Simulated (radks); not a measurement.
All-electron atom: the holmium ion Ho4+ in [Xe] 4f9.

All-electron calculation, scalar-relativistic Kohn-Sham, B86b exchange with PBE correlation, spin-polarised, spherical densities, point nucleus; open shells are filled with parallel spins first (spin-orbit coupling, left out, can overturn this in heavy ions). Program: a radial shooting solver on a logarithmic mesh with Libxc functionals.

Energy parts (eV):
part                      energy
total                 -343253.24
kinetic                371289.48
electron-nucleus      -837858.04
Hartree                130652.31
exchange-correlation    -7337.00

Orbitals (lengths in bohr, moments of r in powers of bohr; <r^-3> diverges for s and p1/2; r(90%) holds 90 % of the orbital's charge):
orbital  occ.  eigenvalue (eV)  <r^-3>  r(90%)
1s up       1        -55559.51       -  0.0376
1s down     1        -55559.51       -  0.0376
2s up       1        -9338.650       -   0.136
2s down     1        -9338.600       -   0.136
2p up       3        -8278.405   13550   0.127
2p down     3        -8278.370   13550   0.127
3s up       1        -2130.675       -   0.337
3s down     1        -2128.411       -   0.337
3p up       3        -1806.754    2898   0.342
3p down     3        -1804.496    2903   0.342
3d up       5        -1395.732   386.1   0.324
3d down     5        -1394.010   386.8   0.323
4s up       1        -467.0885       -   0.743
4s down     1        -462.2388       -   0.743
4p up       3        -360.1733   657.5   0.796
4p down     3        -355.4022   656.0   0.797
4d up       5        -215.7521   74.02   0.887
4d down     5        -211.0735   73.70   0.889
4f up       7         -57.4486   11.19    1.23
4f down     2         -53.1739   10.92    1.27
5s up       1         -98.2166       -    1.74
5s down     1         -96.0581       -    1.76
5p up       3         -71.1430   99.64    2.02
5p down     3         -69.5643   95.49    2.05

The highest occupied level is 4f down at -53.174 eV. The density falls to 0.001 e/bohr^3 at r = 3.01 bohr. Spin moment in Bohr magnetons: 5. Summed over all electrons, <r^2> = 30.70 bohr^2, which gives a Langevin (diamagnetic) susceptibility term of -24.3 x 10^-6 cm^3/mol.
